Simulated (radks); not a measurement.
The numbers below are computed, except where a source is named.
All-electron atom: Se2+ in [Ar] 3d10 4s2 4p2. Level of theory: Dirac Kohn-Sham, LDA (Slater exchange, VWN5 correlation), spin-unpolarised, spherical densities, finite nucleus; open shells are shared between the two j in proportion to 2j + 1; Fermi nuclear charge, rms radius 4.14 fm (a radial shooting solver on a logarithmic mesh with Libxc functionals).

X-ray form factor f0, the Fourier transform of the density (f0(0) = 32):

sin(theta)/lambda (1/angstrom)  f0 (electrons)
0.05                                    31.570
0.1                                     30.393
0.15                                    28.742
0.2                                     26.907
0.25                                    25.090
0.3                                     23.381
0.4                                     20.325
0.5                                     17.628
0.6                                     15.219
0.8                                     11.365
1                                        8.837
1.25                                     7.054
1.5                                      6.069
2                                        4.771
